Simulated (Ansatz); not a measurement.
The cluster Pb2S5⁻, relaxed as a doublet with UKS PBE-D4/def2-SVPD in Ansatz, starting from the GFN1-xTB geometry. Force threshold 0.02 eV/Å.

In the def2 sets Pb takes a core potential; there is no spin–orbit coupling. The relaxation made no stability test and no search for a lower SCF solution. The structure comes from a short search, and lower isomers may exist.

Start:

```tsv
atom	x (Å)	y (Å)	z (Å)
Pb1	-1.583	0.433	1.329
Pb2	0.849	0.690	-1.806
S3	-1.265	-1.924	0.161
S4	-1.167	1.790	-0.759
S5	0.958	0.320	2.067
S6	-0.004	-1.792	-1.448
S7	2.211	0.483	0.456
```

| step | energy (eV) | largest force component (eV/Å) | SCF passes |
| --- | --- | --- | --- |
| 1 | -64644.4753 | 0.784 | 21 |
| 2 | -64644.5323 | 0.622 | 26 |
| 3 | -64644.6036 | 0.168 | 23 |
| 4 | -64644.6093 | 0.070 | 23 |
| 5 | -64644.6103 | 0.023 | 23 |
| 6 | -64644.6104 | 0.020 | 24 |

Force components are those of the run's own axes.

End:

```csv
atom,x (Å),y (Å),z (Å)
Pb1,-1.6490,0.5052,1.3170
Pb2,0.8163,0.7693,-1.8574
S3,-1.1785,-1.9505,0.2321
S4,-1.2463,1.9075,-0.8089
S5,0.9552,0.2223,2.0700
S6,0.0834,-1.8148,-1.3962
S7,2.2189,0.3610,0.4433
```

By distances, no bond broke or formed. The bond that changes most is Pb1–S5, from 2.65 to 2.73 Å (atoms count from 1).

No frequencies were taken in this run, so the end may be a saddle point.

It took 66 s on 4 threads of AMD EPYC 7571 on a shared host.
